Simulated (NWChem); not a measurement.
Molecule: AlH$_{3}$O$_{2}$; SMILES [OH][AlH][OH]

```xyz
6

Al    -0.3565    -0.1424    -0.2465
H     -1.5275    -0.9449    -0.9266
O     -0.1438     1.4779    -0.7004
H      0.5322     2.0648    -0.3584
O      0.6991    -0.8074     0.9104
H      0.6799    -1.7046     1.2450
```
Atoms are numbered in this order, from 1.

Geometry: optimised at PBE0/def2-SVP.

**Question.** Give the principal values of the shielding tensors (ppm) of Al1, O3, O5 from LDA (Slater exchange, VWN5)/pcSseg-1, GIAO (NWChem), with their diamagnetic and paramagnetic parts as GIAO splits them.

**Answer.** 
```json
[
 {"atom": "Al1", "σ11": "357.1", "σ22": "423.3", "σ33": "432.9", "isotropic": "404.4", "diamagnetic": "796.8", "paramagnetic": "-392.4"},
 {"atom": "O3", "σ11": "220.3", "σ22": "291.6", "σ33": "354.2", "isotropic": "288.7", "diamagnetic": "388.1", "paramagnetic": "-99.4"},
 {"atom": "O5", "σ11": "174.0", "σ22": "278.8", "σ33": "343.2", "isotropic": "265.3", "diamagnetic": "388.9", "paramagnetic": "-123.6"}
]
```
